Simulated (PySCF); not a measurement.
H3O3Si, SMILES O[Si](O)O, multiplicity 2. Geometry optimised at r2SCAN-D4/def2-SVP. The isomer is the one that the SMILES or the coordinates give; other isomers of the formula were not compared. The values are those of a single conformer.

Computed with PySCF 2.14.0 with r2SCAN-D4/def2-SVP.

Harmonic wavenumbers (cm⁻¹): 145, 146, 261, 307, 307, 387, 770, 770, 779, 801, 934, 935, 3873, 3873, 3874. Rotational constants (GHz): 7.051, 7.051, 3.866; symmetry number 3.

**Question.** Work out the zero-point energy and the ideal-gas rigid-rotor harmonic-oscillator thermochemistry at 298.15 K and 1 atm.

**Answer.** ZPE = ½ Σ hcν = ½ × 18161 cm⁻¹ = 108.63 kJ/mol. H − E(el) = 127.34 kJ/mol. Entropy in J/(mol K): translation 163.26, rotation 95.17, vibration 50.29, spin 5.76, total 314.47. G − E(el) = 33.58 kJ/mol. Cp = 91.94 J/(mol K). Modes under 150 cm⁻¹ make the vibrational entropy uncertain.
